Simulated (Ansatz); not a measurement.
Z-matrix (Å, degrees):
```
Zr
N 1 2.033
N 1 2.022 2 107.5
C 1 3.186 2 88.3 3 0.5
F 1 1.928 2 112.0 3 -117.5
Si 1 3.565 2 114.7 3 112.2
C 1 2.917 2 134.5 3 -0.4
O 1 1.957 2 110.7 3 116.9
H 2 1.011 1 125.8 3 -96.1
H 2 1.012 1 125.4 3 93.2
H 4 1.100 1 123.2 2 -106.4
H 4 1.100 1 122.3 2 107.4
H 4 1.091 1 82.9 2 0.5
H 6 1.489 1 104.1 2 -160.2
H 6 1.488 1 110.1 2 -44.0
H 6 1.487 1 116.3 2 80.2
H 7 1.099 1 125.7 2 -80.5
H 7 1.099 1 71.8 2 -178.3
H 7 1.099 1 124.7 2 83.5
```

Charge 0, multiplicity 1. Zr: def2 effective core potential.

Q: List the ωB97M-V/def2-TZVPP orbital energies in eV (Ansatz). (Best estimate.)

A: Computed: Occupied: -1807.20, -676.32, -525.75, -394.10, -393.97, -282.20, -281.95, -148.19, -102.33, -102.30, -102.29, -61.56, -38.58, -38.07, -37.89, -33.31, -29.23, -27.47, -25.62, -22.60, -19.61, -17.58, -15.90, -15.62, -15.34, -15.06, -14.32, -14.18, -13.94, -13.77, -13.49, -13.37, -13.18, -12.94, -12.77, -11.46, -11.04, -10.97, -10.04, -8.73. Lowest empty: 0.70, 1.32, 1.45, 1.49, 1.94, 2.12, 2.44, 2.81.
